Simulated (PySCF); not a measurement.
## CH5AlO3Si

The system: CH5AlO3Si, a silylene (divalent Si1, bonded to 1 C + 1 O); neutral, singlet. The structure, one conformer, was relaxed in the gas phase by PBE0-D3(BJ)/def2-SVP. No frequency run checks that it is a minimum.

The strong deshielding of the divalent centre rests on a low-lying excitation, and density functionals tend to overstate it.

SMILES: C[Si][O][Al]([OH])[OH]

Coordinates in Å:
```
Si1     0.777   -0.867   -1.783
C2     -0.045   -2.275   -0.785
O3      0.514    0.393   -0.737
Al4     0.003    1.521    0.422
O5      1.074    2.205    1.541
O6     -1.628    1.971    0.434
H7      0.060   -3.265   -1.255
H8      0.376   -2.319    0.235
H9     -1.124   -2.054   -0.675
H10     2.017    2.042    1.575
H11    -1.990    2.621    1.038
```

Shieldings: GIAO PBE0/pcSseg-2. Shifts are against computed references at the same level: C TMS (σ 184.1 ppm), H TMS (σ 31.24 ppm), Si TMS (σ 341.3 ppm). Core levels by delta-SCF with SCAN, pcX-2 on the ionised atom and pcseg-1 elsewhere, spin-free X2C (2p3/2 is the spin-free 2p value less a third of a first-order spin-orbit splitting); from the vacuum level, for chosen atoms.

**Question.** Give the NMR and core-level values of the distinct atoms.

**Answer.** 
```
   atoms    bonded to  σ (ppm)  δ (ppm)  core level (eV)
     Si1    1 C + 1 O    -61.2    402.5     2p3/2 107.22
      C2   1 Si + 3 H    145.9     38.3        1s 289.77
      O3  1 Al + 1 Si     75.3        -        1s 537.45
     Al4          3 O    474.5        -      2p3/2 80.93
      O5   1 Al + 1 H    315.2        -        1s 538.27
      O6   1 Al + 1 H    323.8        -                -
H7 H8 H9          1 C    30.73     0.52                -
     H10          1 O    30.05     1.19                -
     H11          1 O    30.19     1.06                -
```

Values are those of this one static structure, with the three H of a rotating XH3 group averaged; atoms that internal rotation interchanges would show their mean in an NMR spectrum.

**Question.** Which of O3, O5 holds its core electrons tightest, and by how much against the loosest?

**Answer.** O5 (bonded to 1 Al + 1 H), by 0.82 eV over O3 (bonded to 1 Al + 1 Si).

**Question.** By CAM-B3LYP/def2-SVPD (TDDFT singlets, Tamm-Dancoff triplets, ionisation by delta-SCF), where does absorption start, and what does vertical ionisation take?

**Answer.** The lowest singlet lies at 3.21 eV (f 0.031), the strongest of the first 6 at 6.48 eV (f 0.137), the lowest triplet at 1.84 eV; vertical ionisation takes 8.26 eV.

The geometry optimisation stopped short of its threshold.

The 3 runs behind this took 2.3 min in all, one thread each of Arm Neoverse V1 on a shared host, launched as `OMP_NUM_THREADS=1 python cluster_run.py task.json out`.
